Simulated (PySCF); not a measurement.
# Computed records: BH₆OSi₂, B₂H₅OSi, CH₆BOSi

All values are calculated (PySCF 2.14.0). Calculation on a computer-drawn molecule: optimised geometry and harmonic frequencies of an isolated molecule of the commonest isotopes, restricted reference for singlets and unrestricted otherwise, frozen core in MP2.

Common to all runs: method HF; basis cc-pV(D+d)Z.

(1) BH₆OSi₂

Start structure:
```xyz
10
BH6OSi2
O     -0.8015     0.2867    -0.7216
B     -0.6530     0.3888     0.6882
Si    -1.5088    -0.9610     1.7921
Si     0.3181     1.9753     1.2731
H     -1.3138    -0.5160    -1.0437
H     -2.2231    -2.1898     1.4212
H     -1.4553    -1.0017     3.3640
H     -0.2309     3.2875     0.8418
H      0.3420     2.0894     2.7788
H      1.7176     2.0056     0.9115
```

It was run with charge 0 and multiplicity 2.

Results for BH₆OSi₂: rotational constants 5.801, 2.391, 1.732 GHz; total energy -680.9064 hartree; spin squared 0.7667; convergence status largest gradient component 1.489e-06 hartree/bohr.

Drawn bonds:
| atom | other atom | order |
| --- | --- | --- |
| 1 | 2 | 1 |
| 2 | 3 | 1 |
| 2 | 4 | 1 |
| 1 | 5 | 1 |
| 3 | 6 | 1 |
| 3 | 7 | 1 |
| 4 | 8 | 1 |
| 4 | 9 | 1 |
| 4 | 10 | 1 |

Optimised structure:
```xyz
10
BH6OSi2
O     -0.9781     0.3597    -0.6993
B     -0.8071     0.4287     0.6434
Si    -1.6474    -0.9325     1.9022
Si     0.3039     2.0138     1.3377
H     -1.4678    -0.3873    -1.0118
H     -1.9926    -2.2652     1.3406
H     -1.0270    -1.0792     3.2382
H      0.1033     3.2280     0.5078
H     -0.0424     2.3439     2.7445
H      1.7466     1.6549     1.3022
```

Modes:
| frequency (cm⁻¹) | reduced mass (dalton) |
| --- | --- |
| 38.19 | 1.069 |
| 141.8 | 3.155 |
| 183.7 | 1.087 |
| 260.1 | 3.505 |
| 311.9 | 1.85 |
| 405.5 | 3.499 |
| 455.1 | 1.326 |
| 540.2 | 1.373 |
| 635.9 | 1.739 |
| 652 | 1.371 |
| 678.1 | 1.183 |
| 816.7 | 2.828 |
| 991.1 | 1.142 |
| 1010 | 1.075 |
| 1021 | 1.039 |
| 1028 | 1.036 |
| 1210 | 1.322 |
| 1348 | 9.908 |
| 2277 | 1.04 |
| 2281 | 1.046 |
| 2288 | 1.043 |
| 2298 | 1.03 |
| 2317 | 1.044 |
| 4135 | 1.067 |

(2) B₂H₅OSi

Start structure:
```xyz
9
B2H5OSi
O     -1.2516    -3.1157     2.1168
B     -1.6339    -2.8862     0.8503
B     -0.5630    -2.4830    -0.3626
Si    -1.1038    -2.0633    -2.1377
H     -1.8624    -3.3613     2.7915
H     -2.8355    -3.0484     0.6300
H      0.5849    -2.3516    -0.0468
H     -2.4412    -2.0842    -2.7006
H     -0.2675    -1.6852    -3.2659
```

It was run with charge 0 and multiplicity 2.

The calculation gives: rotational constants 17.96, 2.315, 2.177 GHz; total energy -416.0635 hartree; spin squared 0.7631; convergence status largest gradient component 8.278e-06 hartree/bohr.

Drawn bonds:
| atom | other atom | order |
| --- | --- | --- |
| 1 | 2 | 1 |
| 2 | 3 | 1 |
| 3 | 4 | 1 |
| 1 | 5 | 1 |
| 2 | 6 | 1 |
| 3 | 7 | 1 |
| 4 | 8 | 1 |
| 4 | 9 | 1 |

Optimised structure:
```xyz
9
B2H5OSi
O     -1.8441    -2.3020     1.8466
B     -1.4783    -3.1872     0.8877
B     -0.4851    -2.7059    -0.4126
Si    -1.1456    -1.8575    -2.0433
H     -2.3813    -2.6760     2.5283
H     -1.8658    -4.3327     0.9740
H      0.7015    -2.9036    -0.3766
H     -2.5707    -1.5770    -2.3148
H     -0.3046    -1.5370    -3.2143
```

Modes:
| frequency (cm⁻¹) | reduced mass (dalton) |
| --- | --- |
| 72 | 3.856 |
| 146.1 | 1.342 |
| 185.9 | 1.647 |
| 221.7 | 1.444 |
| 395.4 | 1.865 |
| 525.6 | 1.164 |
| 562.8 | 2.135 |
| 713.8 | 1.676 |
| 744.1 | 1.6 |
| 812.6 | 1.458 |
| 958.1 | 1.843 |
| 1021 | 1.086 |
| 1069 | 1.068 |
| 1082 | 1.68 |
| 1266 | 1.985 |
| 1425 | 3.45 |
| 2331 | 1.03 |
| 2338 | 1.052 |
| 2610 | 1.089 |
| 2683 | 1.092 |
| 4163 | 1.066 |

(3) CH₆BOSi

Start structure:
```xyz
10
CH6BOSi
O      0.5533    -0.3140     1.3012
B      1.0218     0.3155     0.2298
C      1.2557    -0.5100    -1.2744
Si     0.6623     0.4672    -2.6110
H      0.2329    -1.2635     1.2567
H      1.4199     1.4047     0.3748
H      0.8211    -1.4560    -1.1612
H      2.4261    -0.6324    -1.2296
H      1.5211     1.4148    -3.4223
H     -0.6606     0.3791    -3.1419
```

Settings of this run: charge 1 and multiplicity 1.

Results for CH₆BOSi: rotational constants 21.8, 2.428, 2.36 GHz; total energy -429.6220 hartree; convergence status largest gradient component 7.407e-06 hartree/bohr.

Drawn bonds:
| atom | other atom | order |
| --- | --- | --- |
| 1 | 2 | 1 |
| 2 | 3 | 1 |
| 3 | 4 | 1 |
| 1 | 5 | 1 |
| 2 | 6 | 1 |
| 3 | 7 | 1 |
| 3 | 8 | 1 |
| 4 | 9 | 1 |
| 4 | 10 | 1 |

Optimised structure:
```xyz
10
CH6BOSi
O      0.6198    -0.2733     1.3225
B      1.0894     0.2824     0.2168
C      1.1807    -0.5255    -1.2005
Si     0.6801     0.4617    -2.6286
H      0.3208    -1.1713     1.3003
H      1.4828     1.4103     0.2642
H      0.6787    -1.4950    -1.1910
H      2.2684    -0.6753    -1.3101
H      1.4667     1.6173    -3.0584
H     -0.5339     0.1741    -3.3930
```

Modes:
| frequency (cm⁻¹) | reduced mass (dalton) |
| --- | --- |
| 79.21 | 2.772 |
| 133.4 | 1.124 |
| 183.4 | 2.853 |
| 388.7 | 2.986 |
| 536.1 | 1.088 |
| 598.8 | 1.355 |
| 677.3 | 1.533 |
| 776.7 | 1.202 |
| 839.7 | 2.587 |
| 898.7 | 2.065 |
| 947.6 | 1.401 |
| 1034 | 1.108 |
| 1070 | 1.215 |
| 1093 | 1.398 |
| 1199 | 1.34 |
| 1231 | 1.235 |
| 1477 | 1.211 |
| 1491 | 3.91 |
| 2419 | 1.028 |
| 2455 | 1.058 |
| 2752 | 1.097 |
| 3121 | 1.066 |
| 3255 | 1.095 |
| 4147 | 1.067 |
